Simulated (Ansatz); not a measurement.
Pd3H5 (the lowest doublet isomer of a short search). Charge 0, multiplicity 2. Geometry PBE-D4/def2-SVP, basis def2-TZVP, Ansatz.

```xyz
8

Pd   -1.3885    1.4201   -0.8560
Pd    0.6765   -0.1593   -0.1704
Pd   -0.8471    0.9264    1.7612
H    -0.4220    0.1904   -1.4750
H     0.1911   -0.3686    1.4880
H     1.7352   -1.1911   -1.0441
H    -1.8595    0.5315    0.4850
H     1.9143   -1.3494   -0.1887
```

| run | HOMO (eV) | LUMO (eV) |
| --- | --- | --- |
| A | -5.11 | -3.73 |
| B | -4.68 | -4.25 |
| C | -5.51 | -3.32 |
| D | -7.42 | -1.51 |

In the def2 sets Pd takes a core potential; there is no spin–orbit coupling. In the doublet, H6 and H8 lie 0.89 Å apart (atoms count from 1), so H2 has formed as a molecule. The structure comes from a short search, and lower isomers may exist.

HOMO and LUMO are taken over both spins.

The runs used PBE, PBE0, r2SCANh, ωB97M-V. Estimate which is which.

A r2SCANh (10 % exact exchange); B PBE (0 % exact exchange); C PBE0 (25 % exact exchange); D ωB97M-V (range-separated). Exact exchange lowers occupied and raises empty levels; among semilocal functionals meta-GGAs tend to open the gap a little, and such runs are hard to tell apart. The gap grows from 0.43 eV (PBE) to 5.91 eV (ωB97M-V). At ωB97M-V/def2-TZVP the charge 0 doublet is spin-contaminated (final ⟨S²⟩ up to 0.84, 0.75 for a pure state).
